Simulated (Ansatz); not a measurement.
Compare A (`O[Si@@H]1C[C@@H](F)O1`) with its isomer B (`C=C[Si](O)(O)F`).

Program: Ansatz. Geometries: PBE0-D4/def2-TZVP. ΔE: electronic, gas phase. CCSD(T)/CBS is the MP2 limit (def2-TZVPP, def2-QZVPP) plus CCSD(T) − MP2 in def2-TZVPP, frozen cores. DFT in def2-TZVPP. B3LYP here is the variant with VWN-RPA as its local correlation; programs differ in this. One conformer a species, not always the lowest.

Question: Which is lower in electronic energy at CCSD(T)/CBS, and by how much? (Estimate.)

Answer: Computed: B, by 247.6 kJ/mol.

Question: Give E(B) − E(A) in kJ/mol with PBE-D4, ωB97M-V, PBE0-D4, HF/def2-TZVPP, B3LYP, MP2/def2-TZVPP, r2SCAN-D4. (Estimate.)

Answer: The calculation gave: PBE-D4 -211.7, ωB97M-V -229.9, PBE0-D4 -215.4, HF/def2-TZVPP -259.7, B3LYP -241.7, MP2/def2-TZVPP -243.7, r2SCAN-D4 -228.5. None reverses the order clearly.

Largest T1 diagnostic: 0.012.

From PBE to PBE0 (25 % exact exchange), in def2-TZVPP and without D4, E(B) − E(A) moves by −3.7 kJ/mol. In def2-TZVPP, CCSD(T) changes the Hartree–Fock value by +18.6 kJ/mol (the triples alone add +2.5 kJ/mol) and MP2 by +16.0 kJ/mol.
